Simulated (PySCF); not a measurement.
Method: TPSSh-D3(BJ)/def2-TZVP // PBE-D3(BJ)/def2-SVP (PySCF). All species are isolated molecules in the gas phase. One relaxed conformer stands for a flexible species; it need not be the lowest. 

Reference species: [Zn(SH)2] (neutral, multiplicity 1).

```json
{
 "HOMO": "-6.87 eV",
 "charge on the central atom (meta-Löwdin)": "1.09 e"
}
```

Changed species: [Zn(H)2] (0 of 2 H replaced by SH; the reference has 2 of 2 H replaced by SH).

Question: Predict the effect on the HOMO and charge on the central atom (meta-Löwdin).

Answer: the HOMO decreases by 0.62 eV, to -7.49 eV; the charge on the central atom (meta-Löwdin) falls by 0.21 e, to 0.88 e.
